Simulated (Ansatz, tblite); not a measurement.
Isomers of Zn6O5 (singlet), found by a short tight-binding search and relaxed with r2SCAN-D4/def2-SVP in Ansatz.

The xTB rows come from tblite. Correlated methods freeze 59 core orbitals.

Other spin states weren't relaxed.

A:

```xyz
11

Zn   -0.072   -0.868    2.357
Zn    2.541   -0.899    1.034
Zn   -2.292    0.213    0.655
Zn   -0.539    0.850   -1.947
Zn    2.255    0.168   -1.620
Zn   -4.097    1.112   -0.921
O     1.044    0.832   -2.721
O     1.639   -1.273    2.499
O    -2.102    0.831   -1.093
O    -1.776   -0.463    2.215
O     3.399   -0.505   -0.459
```

B:

```xyz
11

Zn   -1.997    1.397   -1.564
Zn    1.243   -1.744    0.316
Zn   -0.715   -1.197   -1.853
Zn    2.812   -3.777    0.829
Zn    1.021    0.751    1.913
Zn   -0.912    2.615    0.786
O     1.790   -0.821    1.741
O     0.247    2.328    2.082
O    -2.056    2.834   -0.540
O     0.451   -2.321   -1.171
O    -1.885   -0.066   -2.538
```

C:

```csv
atom,x (Å),y (Å),z (Å)
Zn1,0.5841,-1.9778,2.2283
Zn2,0.0610,2.6660,-0.0838
Zn3,-0.7098,-1.5212,-2.2802
Zn4,0.7182,0.9815,2.3699
Zn5,-0.7183,1.3516,-2.6228
Zn6,-0.2128,-2.8036,-0.4285
O7,-1.0027,-0.1901,-3.4248
O8,0.5439,2.5506,1.6006
O9,0.2414,-3.3643,1.1984
O10,-0.4187,2.8603,-1.7658
O11,0.9136,-0.5530,3.2087
```

**Question.** Estimate their order by electronic energy at PBE0-D4/def2-TZVP, counted from the lowest.

**Answer.** C (0.0) < A (12.4) < B (12.9), in kcal/mol. Gaps under about 2 kJ/mol are ties within the noise of geometry and basis.

**Question.** Do the other levels pick the same lowest one?

**Answer.** Not GFN1-xTB, GFN2-xTB. Energies above each level's lowest (kcal/mol):

```json
{"level": "GFN1-xTB", "A": "14.3", "B": "0.0", "C": "13.9"}
{"level": "GFN2-xTB", "A": "0.0", "B": "11.3", "C": "27.7"}
{"level": "HF/def2-SVP", "A": "6.3", "B": "16.7", "C": "0.0"}
{"level": "PBE-D4/def2-SVP", "A": "6.6", "B": "11.3", "C": "0.0"}
{"level": "PBE-D4/def2-TZVP", "A": "11.2", "B": "10.0", "C": "0.0"}
{"level": "r2SCAN-D4/def2-TZVP", "A": "12.8", "B": "14.1", "C": "0.0"}
{"level": "B97M-V/def2-TZVP", "A": "8.2", "B": "9.9", "C": "0.0"}
{"level": "PBE0-D4/def2-SVP", "A": "7.8", "B": "13.8", "C": "0.0"}
{"level": "PBE0-D4/def2-TZVP", "A": "12.4", "B": "12.9", "C": "0.0"}
{"level": "MP2/def2-SVP", "A": "7.3", "B": "14.1", "C": "0.0"}
```
Point groups (tolerance 0.1 Å): A not assigned, B Cs, C not assigned. Lower isomers may exist. From def2-SVP to def2-TZVP the PBE0 values move by up to 4.6 kcal/mol, so results in the small set are rough.
